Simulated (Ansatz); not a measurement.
This Ansatz (a quantum-chemistry and plane-wave program) input (CCSD(T)/pcseg-1) gives -2075.10308 Eh with 27 basis functions. A basis named .json is the Basis Set Exchange file of that set (core-valence sets with the plain set on hydrogen).

Ansatz 0.2 input:
```yaml
crystal:
  periodic: [false, false, false]
  atoms:
    - {symbol: Ge, position_ang: [0.00000000, 0.00000000, 0.00000000]}
basis:
  gaussian:
    orbitals: pcseg-1.json
magnetization: {spin_polarized: true, initial_magnetization: 2}
correlation: {method: ccsd_t, electrons: outside_noble_gas}
scf: {lower_state_search: full}
```

Change:
```diff
- orbitals: pcseg-1.json
+ orbitals: aug-pcseg-1.json
```

Problem. What does the run give now?

Solution. -2075.10573 Eh (CCSD(T)/aug-pcseg-1, 36 functions), a change of -2.65 mEh.
